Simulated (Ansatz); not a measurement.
```yaml
crystal:
  periodic: [false, false, false]
  atoms:
    - {symbol: C, position_ang: [-0.700365, 0.194898, -0.682704]}
    - {symbol: C, position_ang: [0.579329, 0.739078, -0.369417]}
    - {symbol: In, position_ang: [-0.149502, -1.935055, 0.922301]}
    - {symbol: H, position_ang: [-1.639860, 0.734000, -0.146367]}
    - {symbol: H, position_ang: [-0.897232, -0.290927, -1.511755]}
    - {symbol: H, position_ang: [0.560168, 1.255491, 0.726452]}
    - {symbol: H, position_ang: [1.426558, 0.400104, -0.566823]}
    - {symbol: H, position_ang: [1.408828, -1.137591, 1.578109]}
basis:
  gaussian: {orbitals: def2-mTZVPP}
total_charge: 3
magnetization: {spin_polarized: true, initial_magnetization: 1}
hamiltonian: {xc: {name: HF}}
output: {forces: true}
```

```sh
$ ansatz run in.yaml --threads 2 --pin off --events-out ev --progress --plain --max-ram 4352MiB
```

It prints (some lines left out):

```
Functional definition: HF
1025 factors; integrals over basis functions are off by at most 1.0e-3 eV
mean field evaluation 1: about -7215.7237 eV, gradient 6.3e1 eV
mean field evaluation 2: about -7215.8617 eV, gradient 6.3e1 eV
mean field evaluation 4: about -7241.9928 eV, gradient 1.8e1 eV
mean field evaluation 8: about -7246.2413 eV, gradient 7.6e-1 eV
mean field evaluation 16: about -7246.2955 eV, gradient 1.7e-4 eV
mean field -7246.29552485 eV, -266.2964488225 hartree, gradient 1.7e-5 eV, S^2 1.015701; 1 other end points of the search recorded, 0 dependent functions left out
reference -7246.29552485 eV, -266.2964488225 hartree; 18, 17 occupied and 81, 82 virtual orbitals, 1025 factors
Total energy: -7246.29552485 eV, -266.2964488225 hartree
Atom 0 at    -0.700365     0.194898    -0.682704 Å, force    -2.450619     5.321059     3.721463 eV/Å
Atom 1 at     0.579329     0.739078    -0.369417 Å, force    -7.194902     3.224300     7.908666 eV/Å
Atom 2 at    -0.149502    -1.935055     0.922301 Å, force    -0.080916    -1.193729     0.724694 eV/Å
Atom 3 at    -1.639860     0.734000    -0.146367 Å, force     2.335183    -1.688922    -1.273276 eV/Å
Atom 4 at    -0.897232    -0.290927    -1.511755 Å, force    -0.840561    -2.844776    -4.337235 eV/Å
Atom 5 at     0.560168     1.255491     0.726452 Å, force     0.359671    -0.114000    -3.503937 eV/Å
Atom 6 at     1.426558     0.400104    -0.566823 Å, force     7.745638    -2.360944    -3.541167 eV/Å
Atom 7 at     1.408828    -1.137591     1.578109 Å, force     0.126505    -0.342987     0.300792 eV/Å
Dipole moment:     0.134272     1.033533    -0.440820 e Å
```

Task: Something in this input is off. What?

Result: The charge is far from anything that the molecule holds. The calculation finished and met its thresholds. The result belongs to that input, not to the molecule as meant.
